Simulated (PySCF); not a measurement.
A structure optimised at PBE-D3(BJ)/def2-TZVP, used in a PySCF frequency run:

```
C
H 1 1.0974
H 1 1.1015 2 109.23
H 1 1.1015 2 109.23 3 117.99
Al 1 1.9788 2 112.92 3 -121.00
Cl 5 2.1395 1 115.87 2 180.00
```
Charge 0, spin multiplicity 2.

**Question.** Write its SMILES, formula and point group.

**Answer.** [CH3][Al][Cl], CH3AlCl, Cs

**Question.** What are its rotational constants (standard atomic weights)?

**Answer.** 22.294, 3.4162, 3.0190 GHz
